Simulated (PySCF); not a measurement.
SrS⁺, CCSD(T): how much the basis matters

PySCF, UHF reference; doublet, unpaired electrons π ↑; De to Sr⁺ + S without counterpoise correction. Frozen cores follow the default of each basis and core potential.

```json
{"basis": "def2-SVP", "relativity": "scalar-relativistic core potentials", "functions": "41", "Re (Å)": "2.674", "ωe (cm⁻¹)": "322", "De (eV)": "2.10", "frozen orbitals": "5"}
{"basis": "def2-SVPD", "relativity": "scalar-relativistic core potentials", "functions": "53", "Re (Å)": "2.681", "ωe (cm⁻¹)": "320", "De (eV)": "2.29", "frozen orbitals": "5"}
{"basis": "x2c-SVPall", "relativity": "spin-free X2C", "functions": "68", "Re (Å)": "2.606", "ωe (cm⁻¹)": "319", "De (eV)": "2.23", "frozen orbitals": "14"}
```

Q: How does each smaller set differ from the one with most functions, x2c-SVPall?

A: def2-SVP: +6.8 pm, +0.9 % in ωe, -0.13 eV in De; def2-SVPD: +7.5 pm, +0.3 % in ωe, +0.06 eV in De. All at CCSD(T); the set with most functions is neither the basis-set limit nor always the best. The rows treat relativity differently, so the differences are not basis effects alone.

Correlated steps freeze the inner cores (5 to 14 orbitals); shallow outer-core shells are correlated. Correlated levels converge slowly with the basis: in double zeta they bind strong bonds too weakly, by up to about 1 eV, and carry superposition errors of some tenths. Spin–orbit coupling is left out. For an ion De counts to the pair picked by the measured ionisation energies or electron affinities, which need not be the lowest pair at this level. The state is the lowest determinant that a PBE0 search found; another state may lie lower at other levels.
